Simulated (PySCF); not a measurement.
C2H8N2Si2, SMILES N1[SiH2][Si@H](C=1)NC. Geometry optimised at PBE0-D3(BJ)/def2-SVP. The structure was generated by enumeration; whether it is a known compound was not checked. One conformer was computed; it need not be the lowest.

Computed equilibrium geometry at PBE0-D3(BJ)/def2-SVP (PySCF confirms it by a frequency run) as a Z-matrix (one conformer of several):
```
Si
N 1 1.7204
H 2 1.0140 1 118.08
C 2 1.4439 3 114.07 1 -172.75
H 4 1.1004 2 109.70 3 -175.51
H 4 1.1039 5 107.06 2 -121.63
H 4 1.1056 5 107.11 6 -115.25
H 1 1.4991 2 105.47 3 170.42
C 1 1.9350 8 109.31 5 -127.55
N 9 1.2871 1 108.34 8 -104.94
H 9 1.1092 10 119.53 1 -176.19
Si 10 1.8070 9 103.96 11 174.50
H 12 1.4959 10 109.93 9 -108.45
H 12 1.4962 13 107.65 10 124.97
```
